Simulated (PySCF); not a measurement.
Caution: the highest occupied level lies above zero, a sign of self-interaction error and of too few diffuse functions.

## C2H3O2, SMILES `C([O-])(C)=O` (charge -1, multiplicity 1)

All values below come from PySCF 2.14.0 with PBE-D3(BJ)/def2-TZVPD.

- HOMO = 0.36 eV
- total energy = -228.3739 Ha
- cost = very roughly 3 core-minutes

Bonds (Å): C1–C2 1.566, C1–H5 1.102, C1–H6 1.100, C1–H7 1.103, C2–O3 1.264, C2–O4 1.264. Angles (°): C2–C1–H5 109.5, C2–C1–H6 111.9, C2–C1–H7 109.5, H5–C1–H6 109.4, H5–C1–H7 106.9, H6–C1–H7 109.4, C1–C2–O3 116.3, C1–C2–O4 114.8, O3–C2–O4 128.9.
Charge -1, spin multiplicity 1.
